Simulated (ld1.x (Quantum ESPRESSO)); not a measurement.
## Logarithmic derivatives: lanthanum (La), TM

ld1.x (Quantum ESPRESSO) 7.5 input, shortened:

```
&input
   title='La', zed=57., rel=1, dft='PBESOL', iswitch=3,
   config='[Xe] 4f0 5d1 6s2 6p0'
 /
 &inputp
   pseudotype=2, tm=.true., lloc=0,
   nlcc=.false.
 /
4
5P  2  1   6.00   0.00  2.15  2.15  0.0
5D  3  2   1.00   0.00  3.85  3.85  0.0
4F  4  3   0.00   0.00  1.40  1.40  0.0
5S  1  0   2.00   0.00  2.00  2.00  0.0
 &test
   configts(1)='4f0 5s2 5p6 5d1 6s2 6p0'
 /
```

Occupied shells without a wave of their own: 6s. They enter only through the test configuration that unscreens the potential.

The phase is arctan(r·u′/u) with u = r·R(r), unwrapped; energies in Ry, scanned from -5 to 5 Ry. A pole is an energy at which the radial function vanishes at the test radius. The pseudo phase is shifted by a multiple of π to meet the all-electron one at the reference energy, and phase errors are pseudo minus all-electron; the curves can meet again beyond the range given. Levels narrower than the energy grid can be missing from the lists of poles.

Question: For each channel, where are the poles, and over which energies does the pseudopotential scatter like the atom?

Answer:

```tsv
channel	radius (bohr)	reference energy (Ry)	poles, all-electron	poles, pseudo	unbroken range about the reference energy with phases within 0.05 rad	phase error 1 Ry above the reference energy (rad)
s	4.21	-2.86	-2.86, 0.54, 4.13	-2.86, 0.44, 3.48	below -0.5	-0.000
p	4.21	-1.65	-1.63, 1.19, 4.97	-1.63, 1.16, 4.74	below 2.3	-0.001
d	4.21	-0.23	-0.03, 2.45	-0.03, 2.48	below 4.0	+0.011
f	4.21	-0.32	-0.31, 1.60, 4.37	-0.31, 1.62, 4.61	below 2.4	+0.016
```

Phases in the s channel:

```json
{"E (Ry)": "-5.00", "all-electron": "1.459", "pseudo": "1.459"}
{"E (Ry)": "-4.48", "all-electron": "1.451", "pseudo": "1.451"}
{"E (Ry)": "-3.96", "all-electron": "1.442", "pseudo": "1.442"}
{"E (Ry)": "-3.44", "all-electron": "1.431", "pseudo": "1.431"}
{"E (Ry)": "-2.92", "all-electron": "1.401", "pseudo": "1.401"}
{"E (Ry)": "-2.40", "all-electron": "-1.742", "pseudo": "-1.742"}
{"E (Ry)": "-1.88", "all-electron": "-1.774", "pseudo": "-1.774"}
{"E (Ry)": "-1.36", "all-electron": "-1.831", "pseudo": "-1.832"}
{"E (Ry)": "-0.84", "all-electron": "-1.982", "pseudo": "-1.988"}
{"E (Ry)": "-0.32", "all-electron": "-3.251", "pseudo": "-3.417"}
{"E (Ry)": "0.20", "all-electron": "-4.580", "pseudo": "-4.614"}
{"E (Ry)": "0.72", "all-electron": "-4.758", "pseudo": "-4.790"}
{"E (Ry)": "1.24", "all-electron": "-4.879", "pseudo": "-4.950"}
{"E (Ry)": "1.76", "all-electron": "-5.148", "pseudo": "-5.767"}
{"E (Ry)": "2.28", "all-electron": "-7.040", "pseudo": "-7.558"}
{"E (Ry)": "2.80", "all-electron": "-7.652", "pseudo": "-7.759"}
{"E (Ry)": "3.32", "all-electron": "-7.772", "pseudo": "-7.837"}
{"E (Ry)": "3.84", "all-electron": "-7.830", "pseudo": "-7.893"}
{"E (Ry)": "4.36", "all-electron": "-7.872", "pseudo": "-7.960"}
{"E (Ry)": "4.88", "all-electron": "-7.912", "pseudo": "-8.127"}
```
